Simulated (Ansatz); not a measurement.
All values below come from PBE0-D3(BJ)/def2-TZVP run with Ansatz (a quantum-chemistry and plane-wave program). No frequencies were computed at this level.

Ansatz 0.2 input:
```yaml
crystal:
  periodic: [false, false, false]
  atoms:
    - { symbol: Si, position_ang: [1.976851, -0.164534, -0.434976] }
    - { symbol: C, position_ang: [0.237674, -0.012139, -0.123624] }
    - { symbol: Si, position_ang: [-0.544648, 1.466609, 0.145228] }
    - { symbol: Si, position_ang: [-0.841918, -1.317766, -0.152395] }
    - { symbol: H, position_ang: [2.740241, 0.895748, 0.266075] }
    - { symbol: H, position_ang: [2.486167, -1.483569, 0.011323] }
    - { symbol: H, position_ang: [-1.251173, 1.577352, 1.446273] }
    - { symbol: H, position_ang: [-1.439866, 1.878951, -0.965546] }
    - { symbol: H, position_ang: [-1.77848, -1.292651, -1.30456] }
    - { symbol: H, position_ang: [-1.584848, -1.548, 1.112203] }
basis:
  gaussian: { orbitals: def2-tzvp }
hamiltonian:
  xc: pbe0
  dispersion: d3bj
relax:
  max_steps: 150
```

Output:

```
[...]
these checks for a lower state are left out or cut short: starts, cluster_reference, orbital_swaps, neighbouring_geometries, increment
1248 factors; their error is unknown
mean field -24753.69874885 eV, -909.6816503607 hartree, gradient 2.3e-5 eV, S^2 0.000000; 0 other end points of the search recorded, 0 dependent functions left out
reference -24753.69878495 eV, -909.6816516871 hartree; 27, 27 occupied and 151, 151 virtual orbitals, 1248 factors
relax step   5: F+E_penalty+E_count = -24753.96012519 eV  Δ(F+E_penalty+E_count) = -5.594e-2 eV  max|allowed force component| = 2.510e-1 eV/Å  Δτ_max = 0.1069 Å  (33 SCF iters, accepted)
these checks for a lower state are left out or cut short: starts, cluster_reference, orbital_swaps, neighbouring_geometries, increment
1248 factors; their error is unknown
mean field -24753.77731632 eV, -909.6845376619 hartree, gradient 1.0e-5 eV, S^2 0.000000; 0 other end points of the search recorded, 0 dependent functions left out
reference -24753.77735359 eV, -909.6845390314 hartree; 27, 27 occupied and 151, 151 virtual orbitals, 1248 factors
relax step   6: F+E_penalty+E_count = -24754.03735392 eV  Δ(F+E_penalty+E_count) = -7.723e-2 eV  max|allowed force component| = 4.861e-1 eV/Å  Δτ_max = 0.2000 Å  (33 SCF iters, accepted)
these checks for a lower state are left out or cut short: starts, cluster_reference, orbital_swaps, neighbouring_geometries, increment
1248 factors; their error is unknown
mean field evaluation 64: about -24754.0750 eV, gradient 2.0e-5 eV
mean field -24754.07500174 eV, -909.6954773994 hartree, gradient 2.0e-5 eV, S^2 0.000000; 0 other end points of the search recorded, 0 dependent functions left out
reference -24754.07504050 eV, -909.6954788235 hartree; 27, 27 occupied and 151, 151 virtual orbitals, 1248 factors
relax step   7: F+E_penalty+E_count = -24754.33312506 eV  Δ(F+E_penalty+E_count) = -2.958e-1 eV  max|allowed force component| = 1.143e0 eV/Å  Δτ_max = 0.1963 Å  (35 SCF iters, accepted)
these checks for a lower state are left out or cut short: starts, cluster_reference, orbital_swaps, neighbouring_geometries, increment
1248 factors; their error is unknown
mean field -24754.48900052 eV, -909.7106915737 hartree, gradient 2.5e-5 eV, S^2 0.000000; 0 other end points of the search recorded, 0 dependent functions left out
reference -24754.48903881 eV, -909.7106929808 hartree; 27, 27 occupied and 151, 151 virtual orbitals, 1248 factors
relax step   8: F+E_penalty+E_count = -24754.74585474 eV  Δ(F+E_penalty+E_count) = -4.127e-1 eV  max|allowed force component| = 1.762e0 eV/Å  Δτ_max = 0.1953 Å  (35 SCF iters, accepted)
these checks for a lower state are left out or cut short: starts, cluster_reference, orbital_swaps, neighbouring_geometries, increment
1248 factors; their error is unknown
mean field -24754.69086447 eV, -909.7181099373 hartree, gradient 2.5e-5 eV, S^2 0.000000; 0 other end points of the search recorded, 0 dependent functions left out
reference -24754.69090184 eV, -909.7181113104 hartree; 27, 27 occupied and 151, 151 virtual orbitals, 1248 factors
relax step   9: F+E_penalty+E_count = -24754.94701840 eV  Δ(F+E_penalty+E_count) = -2.012e-1 eV  max|allowed force component| = 1.210e0 eV/Å  Δτ_max = 0.1981 Å  (31 SCF iters, accepted)
these checks for a lower state are left out or cut short: starts, cluster_reference, orbital_swaps, neighbouring_geometries, increment
1248 factors; their error is unknown
mean field -24754.76980286 eV, -909.7210108695 hartree, gradient 2.5e-5 eV, S^2 0.000000; 0 other end points of the search recorded, 0 dependent functions left out
reference -24754.76984065 eV, -909.7210122581 hartree; 27, 27 occupied and 151, 151 virtual orbitals, 1248 factors
relax step  10: F+E_penalty+E_count = -24755.02568402 eV  Δ(F+E_penalty+E_count) = -7.867e-2 eV  max|allowed force component| = 3.407e-1 eV/Å  Δτ_max = 0.1572 Å  (32 SCF iters, accepted)
these checks for a lower state are left out or cut short: starts, cluster_reference, orbital_swaps, neighbouring_geometries, increment
1248 factors; their error is unknown
mean field -24754.79274057 eV, -909.7218538147 hartree, gradient 2.6e-5 eV, S^2 0.000000; 0 other end points of the search recorded, 0 dependent functions left out
reference -24754.79277839 eV, -909.7218552046 hartree; 27, 27 occupied and 151, 151 virtual orbitals, 1248 factors
relax step  11: F+E_penalty+E_count = -24755.04862530 eV  Δ(F+E_penalty+E_count) = -2.294e-2 eV  max|allowed force component| = 1.018e-1 eV/Å  Δτ_max = 0.0462 Å  (31 SCF iters, accepted)
these checks for a lower state are left out or cut short: starts, cluster_reference, orbital_swaps, neighbouring_geometries, increment
1248 factors; their error is unknown
mean field evaluation 96: about -24754.7938 eV, gradient 1.6e-1 eV
mean field -24754.79386851 eV, -909.7218952659 hartree, gradient 1.5e-5 eV, S^2 0.000000; 0 other end points of the search recorded, 0 dependent functions left out
reference -24754.79390651 eV, -909.7218966624 hartree; 27, 27 occupied and 151, 151 virtual orbitals, 1248 factors
relax step  12: F+E_penalty+E_count = -24755.04935736 eV  Δ(F+E_penalty+E_count) = -7.321e-4 eV  max|allowed force component| = 1.499e-1 eV/Å  Δτ_max = 0.0658 Å  (32 SCF iters, accepted)
these checks for a lower state are left out or cut short: starts, cluster_reference, orbital_swaps, neighbouring_geometries, increment
1248 factors; their error is unknown
mean field -24754.79322636 eV, -909.7218716672 hartree, gradient 1.1e-5 eV, S^2 0.000000; 0 other end points of the search recorded, 0 dependent functions left out
reference -24754.79326426 eV, -909.7218730599 hartree; 27, 27 occupied and 151, 151 virtual orbitals, 1248 factors
relax step  13: F+E_penalty+E_count = -24755.04815591 eV  Δ(F+E_penalty+E_count) = +1.201e-3 eV  max|allowed force component| = 1.840e-1 eV/Å  Δτ_max = 0.0732 Å  (31 SCF iters, rejected (line search))
these checks for a lower state are left out or cut short: starts, cluster_reference, orbital_swaps, neighbouring_geometries, increment
1248 factors; their error is unknown
mean field -24754.79762767 eV, -909.7220334122 hartree, gradient 2.5e-5 eV, S^2 0.000000; 0 other end points of the search recorded, 0 dependent functions left out
reference -24754.79766572 eV, -909.7220348107 hartree; 27, 27 occupied and 151, 151 virtual orbitals, 1248 factors
relax step  14: F+E_penalty+E_count = -24755.05279404 eV  Δ(F+E_penalty+E_count) = -3.437e-3 eV  max|allowed force component| = 4.764e-2 eV/Å  Δτ_max = 0.0366 Å  (31 SCF iters, accepted)
these checks for a lower state are left out or cut short: starts, cluster_reference, orbital_swaps, neighbouring_geometries, increment
1248 factors; their error is unknown
mean field -24754.79902160 eV, -909.7220846383 hartree, gradient 1.1e-5 eV, S^2 0.000000; 0 other end points of the search recorded, 0 dependent functions left out
reference -24754.79905982 eV, -909.7220860428 hartree; 27, 27 occupied and 151, 151 virtual orbitals, 1248 factors
relax step  15: F+E_penalty+E_count = -24755.05388085 eV  Δ(F+E_penalty+E_count) = -1.087e-3 eV  max|allowed force component| = 1.825e-2 eV/Å  Δτ_max = 0.0417 Å  (31 SCF iters, accepted)
these checks for a lower state are left out or cut short: starts, cluster_reference, orbital_swaps, neighbouring_geometries, increment
1248 factors; their error is unknown
mean field evaluation 128: about -24754.7997 eV, gradient 1.4e-5 eV
mean field -24754.79970683 eV, -909.7221098201 hartree, gradient 1.4e-5 eV, S^2 0.000000; 0 other end points of the search recorded, 0 dependent functions left out
reference -24754.79974537 eV, -909.7221112366 hartree; 27, 27 occupied and 151, 151 virtual orbitals, 1248 factors
relax step  16: F+E_penalty+E_count = -24755.05404123 eV  Δ(F+E_penalty+E_count) = -1.604e-4 eV  max|allowed force component| = 7.804e-2 eV/Å  Δτ_max = 0.0624 Å  (32 SCF iters, accepted)
these checks for a lower state are left out or cut short: starts, cluster_reference, orbital_swaps, neighbouring_geometries, increment
1248 factors; their error is unknown
mean field -24754.79986675 eV, -909.7221156971 hartree, gradient 2.3e-5 eV, S^2 0.000000; 0 other end points of the search recorded, 0 dependent functions left out
reference -24754.79990522 eV, -909.7221171107 hartree; 27, 27 occupied and 151, 151 virtual orbitals, 1248 factors
relax step  17: F+E_penalty+E_count = -24755.05434241 eV  Δ(F+E_penalty+E_count) = -3.012e-4 eV  max|allowed force component| = 4.975e-2 eV/Å  Δτ_max = 0.0223 Å  (30 SCF iters, accepted)
these checks for a lower state are left out or cut short: starts, cluster_reference, orbital_swaps, neighbouring_geometries, increment
1248 factors; their error is unknown
mean field -24754.79995160 eV, -909.7221188153 hartree, gradient 2.2e-5 eV, S^2 0.000000; 0 other end points of the search recorded, 0 dependent functions left out
reference -24754.79999008 eV, -909.7221202295 hartree; 27, 27 occupied and 151, 151 virtual orbitals, 1248 factors
relax step  18: F+E_penalty+E_count = -24755.05443848 eV  Δ(F+E_penalty+E_count) = -9.607e-5 eV  max|allowed force component| = 3.722e-2 eV/Å  Δτ_max = 0.0085 Å  (31 SCF iters, accepted)
these checks for a lower state are left out or cut short: starts, cluster_reference, orbital_swaps, neighbouring_geometries, increment
1248 factors; their error is unknown
mean field -24754.80021850 eV, -909.7221286235 hartree, gradient 2.4e-5 eV, S^2 0.000000; 0 other end points of the search recorded, 0 dependent functions left out
reference -24754.80025712 eV, -909.7221300427 hartree; 27, 27 occupied and 151, 151 virtual orbitals, 1248 factors
relax step  19: F+E_penalty+E_count = -24755.05463080 eV  Δ(F+E_penalty+E_count) = -1.923e-4 eV  max|allowed force component| = 2.835e-2 eV/Å  Δτ_max = 0.0256 Å  (31 SCF iters, accepted)
these checks for a lower state are left out or cut short: starts, cluster_reference, orbital_swaps, neighbouring_geometries, increment
1248 factors; their error is unknown
mean field -24754.80040973 eV, -909.7221356514 hartree, gradient 2.4e-5 eV, S^2 0.000000; 0 other end points of the search recorded, 0 dependent functions left out
reference -24754.80044845 eV, -909.7221370743 hartree; 27, 27 occupied and 151, 151 virtual orbitals, 1248 factors
relax step  20: F+E_penalty+E_count = -24755.05476006 eV  Δ(F+E_penalty+E_count) = -1.293e-4 eV  max|allowed force component| = 3.675e-2 eV/Å  Δτ_max = 0.0287 Å  (31 SCF iters, accepted)
these checks for a lower state are left out or cut short: starts, cluster_reference, orbital_swaps, neighbouring_geometries, increment
1248 factors; their error is unknown
mean field evaluation 160: about -24754.8005 eV, gradient 2.5e-5 eV
mean field -24754.80052209 eV, -909.7221397804 hartree, gradient 2.1e-5 eV, S^2 0.000000; 0 other end points of the search recorded, 0 dependent functions left out
reference -24754.80056085 eV, -909.7221412047 hartree; 27, 27 occupied and 151, 151 virtual orbitals, 1248 factors
relax step  21: F+E_penalty+E_count = -24755.05485205 eV  Δ(F+E_penalty+E_count) = -9.199e-5 eV  max|allowed force component| = 3.149e-2 eV/Å  Δτ_max = 0.0137 Å  (30 SCF iters, accepted)
these checks for a lower state are left out or cut short: starts, cluster_reference, orbital_swaps, neighbouring_geometries, increment
1248 factors; their error is unknown
mean field -24754.80060735 eV, -909.7221429135 hartree, gradient 2.1e-5 eV, S^2 0.000000; 0 other end points of the search recorded, 0 dependent functions left out
reference -24754.80064613 eV, -909.7221443386 hartree; 27, 27 occupied and 151, 151 virtual orbitals, 1248 factors
relax step  22: F+E_penalty+E_count = -24755.05493021 eV  Δ(F+E_penalty+E_count) = -7.816e-5 eV  max|allowed force component| = 1.281e-2 eV/Å  Δτ_max = 0.0114 Å  (31 SCF iters, accepted)
these checks for a lower state are left out or cut short: starts, cluster_reference, orbital_swaps, neighbouring_geometries, increment
1248 factors; their error is unknown
mean field -24754.80065704 eV, -909.7221447395 hartree, gradient 2.1e-5 eV, S^2 0.000000; 0 other end points of the search recorded, 0 dependent functions left out
reference -24754.80069583 eV, -909.7221461653 hartree; 27, 27 occupied and 151, 151 virtual orbitals, 1248 factors
relax step  23: F+E_penalty+E_count = -24755.05496175 eV  Δ(F+E_penalty+E_count) = -3.154e-5 eV  max|allowed force component| = 9.125e-3 eV/Å  Δτ_max = 0.0170 Å  (31 SCF iters, accepted)
1248 factors; their error is unknown
mean field evaluation 192: about -24754.8007 eV, gradient 2.8e-3 eV
mean field -24754.80065704 eV, -909.7221447395 hartree, gradient 2.4e-5 eV, S^2 0.000000; 1 other end points of the search recorded, 0 dependent functions left out
reference -24754.80069583 eV, -909.7221461653 hartree; 27, 27 occupied and 151, 151 virtual orbitals, 1248 factors
Total energy: -24755.05500055 eV, -909.7314916912 hartree
Atom 0 at     1.989000    -0.207442    -0.054938 Å, force     0.001900     0.005667     0.002172 eV/Å
Atom 1 at     0.310823    -0.030530    -0.021529 Å, force    -0.000950    -0.006314    -0.000755 eV/Å
Atom 2 at    -1.041420     1.230873     0.149880 Å, force     0.001449     0.005610     0.002032 eV/Å
Atom 3 at    -1.278600    -0.989334    -0.085963 Å, force    -0.001503    -0.008370    -0.002328 eV/Å
Atom 4 at     2.940694     0.924016     0.058764 Å, force     0.000331     0.000468    -0.000394 eV/Å
Atom 5 at     2.681598    -1.510767    -0.198664 Å, force    -0.004375    -0.001007    -0.000813 eV/Å
Atom 6 at    -1.163231     1.922083     1.458836 Å, force    -0.000258    -0.002957    -0.005422 eV/Å
Atom 7 at    -1.230669     2.179124    -0.977458 Å, force     0.000226    -0.002825     0.003625 eV/Å
Atom 8 at    -1.636446    -1.621240    -1.381883 Å, force     0.001644     0.003549     0.009125 eV/Å
Atom 9 at    -1.571748    -1.896782     1.052957 Å, force     0.001535     0.006179    -0.007241 eV/Å
Dipole moment:     0.381740    -0.040609    -0.006924 e Å
```

Cost: around 2.6 core-minutes (rough).
